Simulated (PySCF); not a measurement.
NaHg and its ions

UHF-CCSD(T); Na def2-SVPD, Hg def2-SVPD with ECP60; scalar-relativistic core potentials (PySCF 2.14). Neutral (UHF): doublet (σ ↑), Re = 3.616 Å, ωe = 45.8 cm⁻¹, De = 0.05 eV.

NaHg⁺ (RHF): singlet (closed shell), Re = 3.121 Å, ωe = 113 cm⁻¹, De = 0.34 eV to Na⁺ + Hg. The energies at the minima are -314.70581 hartree for NaHg and -314.53671 for NaHg⁺.

Task: Work out the adiabatic ionisation energy, without and with harmonic zero-point energies (1 hartree = 27.2114 eV, 1 eV = 8065.5 cm⁻¹), and the change of the bond length.

Result: At CCSD(T): 0.16910 hartree = 4.601 eV between the minima; the zero-point term (113.0 − 45.8)/2 cm⁻¹ = +0.004 eV makes it 4.606 eV. Re changes by -49.5 pm against the neutral. The electron leaves a σ orbital, and the shorter bond of the ion fits an antibonding orbital, or a change in how ionic the bond is.

NaHg⁻ (RHF): singlet (closed shell), Re = 4.196 Å, ωe = 28.4 cm⁻¹, De = 0.08 eV to Na⁻ + Hg. The energies at the minima are -314.70581 hartree for NaHg and -314.72180 for NaHg⁻.

Task: Work out the adiabatic electron affinity, without and with harmonic zero-point energies (1 hartree = 27.2114 eV, 1 eV = 8065.5 cm⁻¹), and the change of the bond length.

Result: At CCSD(T): 0.01599 hartree = 0.435 eV between the minima; the zero-point term (45.8 − 28.4)/2 cm⁻¹ = +0.001 eV makes it 0.436 eV. Re changes by +58.0 pm against the neutral. The electron enters a σ orbital, and the ion is left as a loose complex of an ion and an atom.

Correlated steps freeze 1 core orbital. Weak bonds: NaHg, NaHg⁺, NaHg⁻. Basis-set superposition, not corrected here, can be much of De in a small basis, most of all at correlated wavefunction levels. Spin–orbit coupling is left out. For an ion De counts to the pair picked by the measured ionisation energies or electron affinities, which need not be the lowest pair at this level. States were picked by a PBE0 search and need not be the measured ground states.

Neutral and ion stand on different kinds of reference determinant, which adds to the error of the difference.
